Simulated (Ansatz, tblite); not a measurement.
Removing and adding an electron: HfO3H2. Charge 0, multiplicity 1. Geometry: B3LYP-D4/def2-TZVP. Ansatz, gas phase; energy differences of separate SCF runs; the oxidised species was run as a doublet alone; the reduced species was run as a doublet alone.

```csv
atom,x (Å),y (Å),z (Å)
Hf1,0.101,0.243,-0.299
O2,0.064,-1.313,-1.458
O3,1.421,-1.085,-0.810
O4,-0.744,0.305,1.453
H5,0.231,1.915,-1.159
H6,-1.073,-0.064,2.272
```

In the def2 sets Hf takes a core potential; there is no spin–orbit coupling. The xTB rows come from tblite. The structure holds one bond between oxygen atoms, so isomers without such links may lie far lower. HOMO above LUMO, or a gap near zero within one spin, warns that the state may not be the lowest or that an electron is smeared out. The structure comes from a short search, and lower isomers may exist.

| level | −HOMO (eV) | vertical IE (eV) | −LUMO (eV) | vertical EA (eV) | HOMO–LUMO gap (eV) | IE − EA (eV) | remarks |
| --- | --- | --- | --- | --- | --- | --- | --- |
| GFN2-xTB | 10.90 | 14.90 | 7.94 | 5.24 | 2.96 | 9.66 | – |
| PBE-D4/def2-TZVPD | 6.12 | – | 3.21 | 0.71 | 2.92 | – | HOMO above zero (-1 doublet) |
| PBE0-D4/def2-TZVP | 7.59 | 9.89 | 2.28 | – | 5.31 | – | – |
| PBE0-D4/def2-TZVPD | 7.64 | – | 2.32 | 0.67 | 5.32 | – | HOMO above zero (-1 doublet) |

Problem. Estimate the rows for GFN1-xTB, PBE-D4/def2-TZVP, r2SCAN-D4/def2-TZVP, r2SCAN-D4/def2-TZVPD.

Solution. 
| level | −HOMO (eV) | vertical IE (eV) | −LUMO (eV) | vertical EA (eV) | HOMO–LUMO gap (eV) | IE − EA (eV) | remarks |
| --- | --- | --- | --- | --- | --- | --- | --- |
| GFN1-xTB | 11.89 | 16.00 | 9.18 | 5.26 | 2.72 | 10.74 | – |
| PBE-D4/def2-TZVP | 6.06 | 9.59 | 3.15 | – | 2.90 | – | gap within one spin near zero (+1 doublet) |
| r2SCAN-D4/def2-TZVP | 6.32 | 9.73 | 2.83 | – | 3.49 | – | gap within one spin near zero (+1 doublet) |
| r2SCAN-D4/def2-TZVPD | 6.36 | – | 2.85 | 0.68 | 3.51 | – | HOMO above zero (-1 doublet) |

   A HOMO above zero means that the electron is unbound at that level or that self-interaction error raises the level; the energy of removing that electron tells which. Raw xTB energy differences between charge states are shifted by several eV; the methods need an empirical correction for them.
